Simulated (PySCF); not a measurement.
Calculated properties of `[CH3][Ge]([CH3])([CH3])[c]1ccncc1`

Species: C₈H₁₃GeN.
Atom-mapped SMILES: `[CH3:1][Ge:2]([CH3:3])([CH3:4])[c:5]1[cH:6][cH:7][n:8][cH:9][cH:10]1` (hydrogens: H11, H12, H13 on C1; H14, H15, H16 on C3; H17, H18, H19 on C4; H20 on C6; H21 on C7; H22 on C9; H23 on C10)

Structural features include: pyridine-type ring nitrogen.

From PBE0-D3(BJ)/def2-SVP geometry optimisation, gas phase (PySCF):

```yaml
Point_group: C1
Rotational_constants_A_B_C: 1.971, 0.617, 0.560 GHz
```

**B3LYP/def2-SVPD ground state, ΔSCF and vertical TDDFT (core frozen in the response) (PySCF)**

```yaml
Dipole_moment: 2.85 D
HOMO_energy: -6.94 eV
LUMO_energy: -1.11 eV
HOMO–LUMO_gap: 5.83 eV
Lowest_singlet_excitation: 4.57 eV (271 nm, f = 0.006)
Strongest_line_among_the_10_lowest_singlet_transitions: S8 at 6.54 eV (190 nm, f = 0.258)
Lowest_triplet_excitation_Tamm–Dancoff: 3.96 eV
Static_isotropic_polarisability: 130.3 au
Vertical_ionisation_energy: 8.98 eV
Electronic_spatial_extent_⟨r²⟩_about_the_centre_of_nuclear_charge: 2144 bohr²
```

From KT3/pcSseg-1 ground state and GIAO shieldings, non-relativistic (PySCF):

```yaml
13C_chemical_shifts_computed_TMS_as_zero_by_class: 142.0 (C5), 141.8 (C7/C9), 121.8 (C6/C10), -1.4 (C1/C3/C4) ppm
1H_chemical_shifts_computed_TMS_as_zero_by_class: 8.37 (H21/H22), 6.93 (H20/H23), 0.33 (H11/H12/H13/H14/H15/H16/H17/H18/H19) ppm
Isotropic_shieldings_of_nuclei_other_than_C_and_H_by_class: -68 (N8), 1342 (Ge2) ppm
```

Monoisotopic mass (most abundant isotopes): 197.0260 u.

No computed singlet falls in the visible range (750 to 380 nm, 1.65 to 3.26 eV); S1 lies 1.31 eV above its blue end. The principal polarisabilities are 101.3, 134.6 and 154.9 au; their mean is the isotropic value. In wavenumbers S1 is 36900 cm⁻¹ (1 eV = 8065.54 cm⁻¹). The polarisability is 19.30 Å³ as a volume (1 au = 0.148185 Å³), or 1.30 au for each of the 100 electrons. The dipole matches unit charges of opposite sign 0.59 Å apart (1 e·Å = 4.8032 D). With B = h/(8π²I), that is 505.379 GHz u Å² over I, the principal moments of inertia are 256.4, 818.7 and 902.4 u Å² (most abundant isotopes); the inertial defect Ic − Ia − Ib is -172.7 u Å² (zero for a rigid planar frame, negative otherwise).

 Relativistic effects, spin–orbit coupling among them, are left out although an element past zinc is present. Atoms bound to Ge lack the heavy atom's spin–orbit term in their shielding, so their NMR values are less reliable. NMR classes are plain means over equivalent atoms (diastereotopic ones count apart unless rotation or inversion swaps them), as if these changed places fast; in this geometry the members of some classes differ.

Shape of the structure used: `[CH3:1][Ge:2]([CH3:3])([CH3:4])[c:5]1[cH:6][cH:7][n:8][cH:9][cH:10]1`: C1–Ge2–C5–C6 -128°.
